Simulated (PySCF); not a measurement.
## Two-component Hartree-Fock for Mn²⁺ (manganese, charge +2)

Start: [Ar] 3d4 4s1; 3d5/2 filled at m_j = -1/2, +1/2, +3/2, +5/2; 4s1/2 filled at m_j = +1/2. Calculated with PySCF 2.14 in x2c-TZVPall-2c (6s7p4d1f, 54 functions): generalised Hartree-Fock with the X2C-1e Hamiltonian and a Gaussian nucleus; one run each with spin-orbit coupling (SO) switched off, then screened by Boettger's factors. This is a chosen level, not necessarily the ground level.

```
spinor shell  electrons  ε, spin-free (eV)  ε, screened SO (eV)  weight of nominal j (screened SO)  rms radius, screened SO (bohr)
       1s1/2          2            -6624.7              -6624.6                              1.000                          0.0703
       2s1/2          2            -830.47              -830.47                              1.000                           0.302
       2p1/2          2            -703.96              -711.16                              0.983                           0.271
       2p3/2          4            -703.96              -700.46                              0.992                           0.274
       3s1/2          2            -131.24              -131.24                              1.000                           0.905
       3p1/2          2            -92.880              -92.341                              0.663                           0.965
       3d5/2          4            -42.116              -42.106                              0.690                            1.16
       4s1/2          1            -25.052              -25.053                              1.000                            2.78
```

Q: Where does 3p3/2 lie, and what is the 3p spin-orbit splitting (screened SO)?

A: At -93.168 eV, -0.827 eV above 3p1/2.

```tsv
quantity	spin-free	screened SO
E (hartree)	-1156.32344	-1156.33702
M_J	9/2	9/2
⟨J²⟩	24.755	24.755
⟨L²⟩	6.004	6.008
⟨S²⟩	8.751	8.748
```

Each row is a mean over spinors that exchange with the open shell spreads, by up to 14.575 eV (3p3/2).

Rows whose weight is well below 1 are mixtures of j = l ± 1/2: exchange outweighs spin-orbit coupling there, and the label is only the starting occupation.

Without spin-orbit coupling the j labels of p, d and f shells carry no meaning; the spin-free column gives the mean over the occupied spinors of each nl shell.
